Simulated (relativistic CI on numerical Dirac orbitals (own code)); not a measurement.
# Slater and spin-orbit integrals, Kr³⁰⁺

Computed by Dirac-Coulomb-Breit CI, orbitals from a KLI potential per configuration, model QED (radiative potential, 1s self-energy scaled to tabulated hydrogen-like ionisation energies), unscaled Slater integrals (own radial code, finite nucleus).

Slater integrals F^k, G^k are unscaled and averaged over j, outside the closed core 1s2; ζ comes from projecting the Hamiltonian with its Breit term on Σ l·s of the shell.

- 2s²2p²: F^2(2p,2p) = 642530, ζ(2p) = 324030 cm⁻¹; <r>(2p) = 0.1485, <r^2>(2p) = 0.02667 (bohr units).
- 2s2p³: F^2(2p,2p) = 641300, G^1(2s,2p) = 681370, ζ(2p) = 321820 cm⁻¹; <r>(2s) = 0.1729, <r^2>(2s) = 0.03507, <r>(2p) = 0.1488, <r^2>(2p) = 0.02677 (bohr units).
- 2p⁴: F^2(2p,2p) = 639400, ζ(2p) = 319660 cm⁻¹; <r>(2p) = 0.1492, <r^2>(2p) = 0.02693 (bohr units).

Averages of the first 10 configurations, taken without configuration mixing, which lowers the lowest level and can move excited configurations by several eV; other configurations of the list can lie among them:

```csv
Configuration,Parity,States,Average energy above the lowest level (eV)
2s²2p²,even,15,81.2
2s2p³,odd,40,237.1
2p⁴,even,15,420.7
2p³3s,odd,40,2365.0
2p³3p,even,120,2410.8
2p³3d,odd,200,2455.4
2s²2p3s,odd,12,2062.5
2s²2p3p,even,36,2112.4
2s²2p3d,odd,60,2157.4
2s2p²3s,even,60,2199.8
```
